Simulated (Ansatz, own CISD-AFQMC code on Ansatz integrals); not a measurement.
CH4S2, SMILES `SCS` (H–S–C–S torsion -70°, S–C–S–H torsion 70°) (charge 0, multiplicity 1).

Cartesian coordinates (Å):
SMILES: SCS
```xyz
7

S     -0.8925     1.2968    -0.3624
C     -0.4591    -0.3663     0.1919
S      1.0141    -1.1283    -0.5222
H      0.1347     1.9258     0.2298
H     -0.4130    -0.4017     1.2786
H     -1.2902    -0.9990    -0.1222
H      1.9061    -0.3274     0.0814
```
Charge 0, multiplicity 1.

Frozen-core energies in cc-pVDZ from Ansatz (a first-principles code) at a geometry from PBE0-D3(BJ)/def2-TZVP; the HF reference has <S^2> = 0.00 and the T1 diagnostic is 0.009.

| level | energy (Ha) | difference from CCSDT(Q) (mHa) |
|---|---|---|
| HF | -835.25031 | 475.49 |
| MP2 | -835.66572 | 60.08 |
| CCSD | -835.71062 | 15.18 |
| CCSD(T) | -835.72396 | 1.84 |
| CCSDT | -835.72482 | 0.98 |
| phaseless AFQMC, CISD trial (own CISD-AFQMC code on Ansatz integrals; ±0.39 mHa) | -835.72586 | -0.06 |
| CCSDT(Q) | -835.72580 | 0.00 |
